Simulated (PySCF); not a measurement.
## Radial density of Te³⁺ (tellurium, charge +3)

BP86, [Kr] 4d10 5s2 5p1, 2P determinant. Calculation: PySCF 2.14, in aug-cc-pVQZ-DK3; scalar relativity by spin-free X2C-1e.

```
r (bohr)  4πr²ρ (e/bohr)  4πr²(ρα − ρβ)
  0.0274           62.64         0.0089
  0.0461           60.96         0.0223
  0.0775           85.51         0.0189
   0.130           68.17        -0.0048
   0.219           69.74         0.0474
   0.369           44.47         0.0001
   0.620           24.84         0.1184
    1.04           16.53        -0.0017
    1.75           3.562         0.5736
    2.95          0.5799         0.2725
    4.96        0.007759         0.0059
```

Densities and radii are taken from the X2C orbitals without a picture-change correction, which distorts them close to the nucleus.

Where is the radial spin density 4πr²(ρα − ρβ) most negative, and why is it negative at all?

Around r = 0.130 bohr, down to -0.0048 e/bohr: exchange with the open shell polarises the paired shells in an unrestricted calculation.
